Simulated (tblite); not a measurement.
Species: C₆H₇BO₂.
Numbering: `[OH:1][B:2]([OH:3])[C:4]1=[CH:5][C@@H:6]2[CH:7]=[CH:8][C@H:9]12` (hydrogens: H10 on O1; H11 on O3; H12 on C5; H13 on C6; H14 on C7; H15 on C8; H16 on C9)

Computed with GFN2-xTB (tblite), gas phase: Langevin dynamics at 200 K from the optimised GFN2-xTB geometry, time step 0.5 fs, friction 0.01 fs⁻¹, 2000 steps. Over the second half of the run the saved frames average 190 K.

The optimised geometry, where the run starts:
```
atom  x, y, z in Å
O1      2.817   -0.038   -0.772
B2      1.880    0.322    0.144
O3      2.122    1.186    1.164
C4      0.459   -0.298    0.018
C5     -0.134   -1.159   -0.822
C6     -1.487   -1.089   -0.161
C7     -2.320    0.093   -0.603
C8     -1.749    0.941    0.247
C9     -0.819   -0.094    0.830
H10     3.688    0.350   -0.677
H11     3.005    1.555    1.219
H12     0.192   -1.690   -1.696
H13    -1.985   -2.007    0.129
H14    -3.060    0.174   -1.378
H15    -1.841    1.992    0.445
H16    -0.775   -0.229    1.903
```

t = 225 fs, T = 171 K, E(pot) 0.325 eV above the start
```
atom  x, y, z in Å  |  force x, y, z in eV/Å
O1      2.465    0.183   -0.502   -0.255  -0.145  -0.362
B2      1.543    0.324    0.478   -0.995  -1.017  -0.412
O3      1.770    1.048    1.585   -1.632  -0.644   0.414
C4      0.165   -0.435    0.269    1.192   0.220   0.138
C5     -0.260   -1.320   -0.643   -0.057   0.189  -0.110
C6     -1.696   -1.284   -0.177    0.487   1.094  -0.088
C7     -2.474   -0.090   -0.711    0.098  -0.619   0.138
C8     -2.004    0.743    0.199   -0.600   1.125   1.149
C9     -1.188   -0.287    0.936    0.180  -0.651  -1.445
H10     3.267    0.684   -0.419    0.431   0.170   0.052
H11     2.517    1.563    1.454    1.919   1.359   0.225
H12     0.249   -1.754   -1.494   -0.320  -0.097   0.226
H13    -2.295   -2.136   -0.022   -0.294  -1.116   0.289
H14    -3.205   -0.128   -1.483   -0.026   0.421  -0.411
H15    -2.161    1.794    0.468    0.118  -0.591  -0.373
H16    -1.252   -0.544    1.966   -0.246   0.303   0.569
```

t = 275 fs, T = 193 K, E(pot) 0.366 eV above the start
```
atom  x, y, z in Å  |  force x, y, z in eV/Å
O1      2.455    0.217   -0.419    0.417   0.160  -0.129
B2      1.502    0.281    0.540   -0.242  -0.129  -0.475
O3      1.690    0.953    1.686    1.201   1.907   0.901
C4      0.120   -0.408    0.255   -0.313   0.043  -0.317
C5     -0.382   -1.325   -0.596    1.556  -0.182  -1.064
C6     -1.775   -1.287   -0.114   -0.768  -0.015   0.556
C7     -2.648   -0.190   -0.703    0.157   0.911   0.858
C8     -2.259    0.714    0.206    0.835  -0.650  -0.627
C9     -1.251   -0.178    0.884   -0.650  -0.741   1.209
H10     3.263    0.696   -0.195   -0.158  -0.205  -0.181
H11     2.445    1.637    1.795   -1.567  -1.818  -0.396
H12     0.078   -1.862   -1.447   -0.390   0.312   0.717
H13    -2.291   -2.221    0.154    0.339   0.404   0.076
H14    -3.351   -0.075   -1.507    0.106  -0.465  -0.102
H15    -2.399    1.741    0.391   -0.352   0.746  -0.015
H16    -1.263   -0.190    2.007   -0.171  -0.279  -1.010
```

t = 300 fs, T = 260 K, E(pot) 0.330 eV above the start
```
atom  x, y, z in Å  |  force x, y, z in eV/Å
O1      2.377    0.168   -0.404   -0.150  -0.132  -0.272
B2      1.425    0.322    0.547   -0.020  -0.024  -0.264
O3      1.631    0.885    1.760   -0.991  -0.328  -0.180
C4      0.043   -0.266    0.228   -0.648  -1.302  -0.060
C5     -0.381   -1.265   -0.587    0.584   0.536  -0.049
C6     -1.797   -1.281   -0.061    0.463  -0.231   0.364
C7     -2.720   -0.221   -0.547   -0.303   0.057  -1.253
C8     -2.282    0.767    0.201    0.346  -0.527   2.072
C9     -1.299   -0.215    0.939   -0.349   1.287  -0.162
H10     3.282    0.426   -0.265    0.211   0.174   0.223
H11     2.489    1.237    1.802    1.440   0.671   0.498
H12     0.178   -1.810   -1.348   -0.581   0.145   0.202
H13    -2.258   -2.207    0.249    0.069  -0.265  -0.005
H14    -3.394   -0.270   -1.363   -0.502  -0.003  -0.499
H15    -2.635    1.762    0.458    0.444  -0.333  -0.325
H16    -1.336   -0.364    2.018   -0.013   0.276  -0.290
```

t = 325 fs, T = 182 K, E(pot) 0.422 eV above the start
```
atom  x, y, z in Å  |  force x, y, z in eV/Å
O1      2.301    0.124   -0.397    0.206   0.076  -0.160
B2      1.369    0.374    0.534   -0.298  -0.019   0.974
O3      1.599    0.909    1.779   -1.496  -0.357  -0.804
C4     -0.027   -0.210    0.290   -1.454  -1.239  -0.669
C5     -0.474   -1.154   -0.587   -0.142   0.925   1.750
C6     -1.856   -1.281    0.052    0.746  -1.330   0.107
C7     -2.791   -0.287   -0.522   -0.613   0.040   0.004
C8     -2.401    0.684    0.298    1.177   0.260   0.017
C9     -1.381   -0.221    1.043    0.114   2.081  -1.678
H10     3.170    0.399   -0.131    0.580   0.108  -0.105
H11     2.469    1.030    2.073    1.580   0.354   0.357
H12    -0.030   -1.690   -1.371    0.310  -0.316  -0.747
H13    -2.112   -2.272    0.412   -0.317  -0.102  -0.302
H14    -3.503   -0.356   -1.327    0.108  -0.009   0.016
H15    -2.404    1.758    0.179   -0.423  -0.156   0.514
H16    -1.374   -0.193    2.101   -0.078  -0.315   0.727
```

t = 375 fs, T = 284 K, E(pot) 0.317 eV above the start
```
atom  x, y, z in Å  |  force x, y, z in eV/Å
O1      2.209    0.144   -0.282    0.514   0.198  -0.196
B2      1.275    0.327    0.669   -0.998   0.318   0.489
O3      1.427    1.086    1.820    1.276  -0.355  -0.752
C4     -0.145   -0.359    0.428    1.409   1.023   0.484
C5     -0.551   -1.339   -0.366   -0.734   0.096   0.507
C6     -1.970   -1.343    0.148    0.300  -0.232   0.705
C7     -2.902   -0.309   -0.380   -0.535   1.283   0.477
C8     -2.554    0.649    0.509    0.290  -1.260  -0.905
C9     -1.484   -0.215    1.133   -0.417  -0.746   0.759
H10     3.058    0.615   -0.288   -0.531  -0.265   0.276
H11     2.364    1.360    1.931   -1.009  -0.059   0.054
H12    -0.053   -2.046   -0.943    0.528  -0.607  -1.091
H13    -2.334   -2.309    0.499   -0.190   0.194  -0.091
H14    -3.641   -0.285   -1.170    0.272  -0.273   0.048
H15    -2.854    1.661    0.640    0.046   0.312   0.138
H16    -1.424   -0.407    2.233   -0.221   0.372  -0.904
```

t = 425 fs, T = 197 K, E(pot) 0.315 eV above the start
```
atom  x, y, z in Å  |  force x, y, z in eV/Å
O1      2.078    0.089   -0.250    0.168  -0.452  -0.446
B2      1.157    0.300    0.705    0.106   1.039   0.581
O3      1.364    1.255    1.698    0.970   0.337  -0.643
C4     -0.184   -0.466    0.575   -0.862  -0.251   0.217
C5     -0.676   -1.377   -0.292    1.238  -0.190  -0.004
C6     -2.042   -1.488    0.322   -0.217   1.361  -0.584
C7     -2.938   -0.342   -0.252    0.972  -1.119   0.366
C8     -2.496    0.549    0.621    0.071   0.443   0.282
C9     -1.531   -0.363    1.327   -0.198  -0.898  -1.716
H10     2.932    0.512   -0.195    0.076   0.170   0.089
H11     2.184    1.820    1.589   -1.376  -1.100   0.204
H12    -0.146   -1.839   -1.140   -0.735   0.144   0.510
H13    -2.504   -2.463    0.515    0.283   0.475   0.157
H14    -3.454   -0.374   -1.181   -0.516   0.200  -0.077
H15    -2.659    1.591    0.840   -0.130  -0.051  -0.239
H16    -1.593   -0.456    2.367    0.152  -0.107   1.301
```

t = 500 fs, T = 298 K, E(pot) 0.224 eV above the start
```
atom  x, y, z in Å  |  force x, y, z in eV/Å
O1      2.171    0.011   -0.247   -0.383  -0.067   0.229
B2      1.144    0.304    0.618    0.124  -0.804  -0.986
O3      1.161    1.329    1.462    0.235   0.801   0.540
C4     -0.154   -0.554    0.568    0.874   0.982  -0.137
C5     -0.702   -1.432   -0.247   -0.347  -2.153  -0.969
C6     -2.003   -1.551    0.506    0.107   0.199   0.063
C7     -2.930   -0.475    0.024   -0.793  -0.889  -0.284
C8     -2.450    0.464    0.810    0.466   0.337   0.381
C9     -1.401   -0.442    1.412   -0.068  -0.055   0.001
H10     2.942    0.575   -0.213    0.082   0.082   0.028
H11     1.940    1.884    1.404    0.000   0.106   0.177
H12    -0.451   -2.038   -1.115    0.298   0.492   0.250
H13    -2.364   -2.522    0.848    0.079   0.269  -0.143
H14    -3.680   -0.587   -0.727   -0.239   0.296  -0.197
H15    -2.599    1.519    0.862   -0.032   0.228   0.222
H16    -1.181   -0.570    2.444   -0.403   0.178   0.824
```

t = 725 fs, T = 125 K, E(pot) 0.489 eV above the start
```
atom  x, y, z in Å  |  force x, y, z in eV/Å
O1      2.517   -0.011    0.151   -1.323  -1.184  -0.653
B2      1.423    0.387    0.810   -0.372   1.045   0.717
O3      1.378    1.404    1.729   -0.741  -0.328  -0.102
C4      0.075   -0.353    0.589   -0.538  -0.861  -0.549
C5     -0.424   -1.214   -0.323    0.387  -0.108  -0.317
C6     -1.644   -1.643    0.489    0.093   0.722  -0.713
C7     -2.887   -0.783    0.319    2.154   1.592   0.553
C8     -2.352    0.220    1.061   -1.618  -0.458   0.660
C9     -1.142   -0.559    1.483    0.040  -0.258  -0.094
H10     3.291    0.463    0.289    1.818   1.066   0.346
H11     2.007    2.056    2.023    0.501  -0.271  -0.323
H12    -0.085   -1.499   -1.320   -0.212   0.028   0.473
H13    -1.772   -2.701    0.645    0.105  -0.150   0.301
H14    -3.621   -0.744   -0.426   -0.924  -0.359  -0.521
H15    -2.802    1.136    1.485    0.614  -0.543  -0.561
H16    -0.961   -0.789    2.505    0.015   0.067   0.783
```

t = 800 fs
```
atom  x, y, z in Å
O1      2.339    0.211    0.026
B2      1.412    0.389    1.002
O3      1.466    1.394    1.891
C4      0.151   -0.525    0.893
C5     -0.327   -1.365   -0.039
C6     -1.670   -1.607    0.589
C7     -2.703   -0.467    0.376
C8     -2.294    0.222    1.410
C9     -1.107   -0.704    1.754
H10     3.036    0.817   -0.031
H11     2.056    2.149    1.919
H12     0.060   -1.732   -0.954
H13    -2.063   -2.599    0.684
H14    -3.485   -0.521   -0.322
H15    -2.746    1.119    1.854
H16    -1.026   -1.032    2.767
```

Problem. Estimate the potential energy and the forces of this last frame.

Solution. 0.362 eV above the start.

```json
{"atom": "O1", "Fx (eV/Å)": "-1.087", "Fy (eV/Å)": "-1.217", "Fz (eV/Å)": "-0.091"}
{"atom": "B2", "Fx (eV/Å)": "0.009", "Fy (eV/Å)": "0.225", "Fz (eV/Å)": "-0.598"}
{"atom": "O3", "Fx (eV/Å)": "-0.590", "Fy (eV/Å)": "0.259", "Fz (eV/Å)": "0.721"}
{"atom": "C4", "Fx (eV/Å)": "-0.544", "Fy (eV/Å)": "-0.301", "Fz (eV/Å)": "0.541"}
{"atom": "C5", "Fx (eV/Å)": "-0.135", "Fy (eV/Å)": "0.147", "Fz (eV/Å)": "-0.001"}
{"atom": "C6", "Fx (eV/Å)": "0.602", "Fy (eV/Å)": "1.298", "Fz (eV/Å)": "0.167"}
{"atom": "C7", "Fx (eV/Å)": "0.860", "Fy (eV/Å)": "-2.116", "Fz (eV/Å)": "-0.018"}
{"atom": "C8", "Fx (eV/Å)": "0.197", "Fy (eV/Å)": "1.004", "Fz (eV/Å)": "0.963"}
{"atom": "C9", "Fx (eV/Å)": "-1.264", "Fy (eV/Å)": "0.551", "Fz (eV/Å)": "-0.661"}
{"atom": "H10", "Fx (eV/Å)": "1.326", "Fy (eV/Å)": "1.113", "Fz (eV/Å)": "-0.018"}
{"atom": "H11", "Fx (eV/Å)": "0.194", "Fy (eV/Å)": "-0.430", "Fz (eV/Å)": "-0.309"}
{"atom": "H12", "Fx (eV/Å)": "0.247", "Fy (eV/Å)": "-0.103", "Fz (eV/Å)": "-0.553"}
{"atom": "H13", "Fx (eV/Å)": "-0.071", "Fy (eV/Å)": "-0.336", "Fz (eV/Å)": "0.150"}
{"atom": "H14", "Fx (eV/Å)": "-0.664", "Fy (eV/Å)": "0.430", "Fz (eV/Å)": "-0.559"}
{"atom": "H15", "Fx (eV/Å)": "0.760", "Fy (eV/Å)": "-0.383", "Fz (eV/Å)": "-0.125"}
{"atom": "H16", "Fx (eV/Å)": "0.159", "Fy (eV/Å)": "-0.141", "Fz (eV/Å)": "0.390"}
```

The bond farthest from its length at the start is C6–C7 (1.553 against 1.512 Å), and half the difference of its two atoms' forces along it is -1.33 eV/Å (positive lengthens). The largest atomic force is 2.28 eV/Å.

What follows is the cost of the whole dynamics run. On one thread, Arm Neoverse N1 (aarch64), no GPU, on a shared host, this took 20 s wall and 0.18 GiB of memory at its peak.
